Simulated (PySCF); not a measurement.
# Nonlinear optical response: `C[Se][C@@H](C)OC=C=S`, C5H8OSSe

Geometry:
```csv
atom,x (Å),y (Å),z (Å)
C1,-2.481,0.996,0.094
Se2,-1.321,0.635,1.624
C3,0.211,-0.152,0.640
C4,-0.130,-1.472,-0.027
O5,0.579,0.845,-0.275
C6,1.886,0.851,-0.683
C7,2.839,0.024,-0.353
S8,4.023,-0.940,-0.014
H9,-3.262,1.667,0.441
H10,-2.920,0.070,-0.269
H11,-1.886,1.480,-0.675
H12,0.994,-0.292,1.399
H13,-0.895,-1.325,-0.787
H14,0.758,-1.888,-0.502
H15,-0.494,-2.175,0.718
H16,2.092,1.684,-1.344
```

Method: quadratic response CAM-B3LYP/def2-SVPD first hyperpolarisability, Taylor convention, gas phase in PySCF 2.14.0. Geometry: GFN2-xTB.

The calculation is non-relativistic, which matters for the atoms heavier than Zn.

What is the first hyperpolarisability, and how does it disperse?

In au, Taylor convention; the vector part is βᵢ = ⅓ Σⱼ (βᵢⱼⱼ + βⱼᵢⱼ + βⱼⱼᵢ); β∥ is 3/5 of the vector part along the dipole, the dipole points from − to +:
```tsv
process	λ (nm)	β vector norm	β∥	β HRS	depolarisation ratio
static β(0;0,0)	∞	411.3	191.8	170.3	4.99
Pockels β(−ω;ω,0)	1064	451.8	204.0	–	–
```

Second harmonics within 0.3 eV of the first excitation or beyond it are left out.

Which lowest excitations, dipole and polarisabilities go with it?

S1 1.56 eV (f = 0.000); S2 3.99 eV (f = 0.009); S3 4.74 eV (f = 0.001); dipole 1.53 D; isotropic α 117.5 au static, 119.0 au at 1064 nm.
